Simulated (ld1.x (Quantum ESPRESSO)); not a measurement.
## cobalt (Co), TM: configuration errors across variants

```
Element                 : cobalt
Generator               : ld1.x (Quantum ESPRESSO) 7.5
Type                    : norm-conserving Troullier–Martins (Kleinman–Bylander form)
Functional              : PBEsol
Relativity              : scalar-relativistic
Frozen core             : [Ar]
Valence charge          : 9
Reference configuration : 3d8 4s1 4p0
Partial waves           : 4p (bound, empty): rc 2.90 bohr; 3d (bound): rc 1.10 bohr; 4s (bound): rc 2.05 bohr
Local potential         : the s channel
Core correction         : Bessel-smoothed model core inside 0.60 bohr
```

All-electron excitation energies from the reference (eV): (1) 3d7 4s2 4p0 1.214; (2) 3d7 4s1 4p0 10.259; (3) 3d7 4s0 4p0 26.956; (4) 3d6 4s2 4p1 10.905; (5) 3d7 4s1.5 4p0 4.827; (6) 3d6 4s0 4p0 62.793; (7) 3d7 4s1 4p1 5.597.

Tests that are not counted but printed errors over 1 eV. “wave 4s (bound): rc 2.05 bohr becomes 4s (bound): rc 1.32 bohr”: 3d6 4s2 4p1 (solver errors, printed error -793 eV).

2 further variants failed, have other tests or another functional or relativity, and are left out.

A true bound ghost makes a file unfit for plane-wave use even where its test errors are small: the radial tests pick states by their node count and pass the ghost by. Where a test does run into it, the solver fails or the error is huge.

Errors AE − PS in meV (a dash: test not solved or not reliable):

| change | (1) | (2) | (3) | (4) | (5) | (6) | (7) | bound ghosts |
| --- | --- | --- | --- | --- | --- | --- | --- | --- |
| base | -276 | -221 | -214 | -1477 | -247 | -1458 | -262 | none |
| wave 4s (bound): rc 2.05 bohr becomes 4s (bound): rc 1.32 bohr | +49 | +163 | -186 | – | +105 | -1337 | +42 | p |
| wave 4p (bound): rc 2.90 bohr becomes 4p (bound): rc 4.12 bohr | -276 | -221 | -214 | -1431 | -247 | -1459 | -244 | none |
| core correction Bessel-smoothed model core inside 0.62 bohr | -276 | -221 | -214 | -1477 | -247 | -1458 | -262 | none |

Task: Give the same row for: wave 3d (bound): rc 1.10 bohr becomes 3d (bound): rc 1.40 bohr.

Result: -254, -208, -210, -1338, -229, -1369, -246; bound ghosts: none.
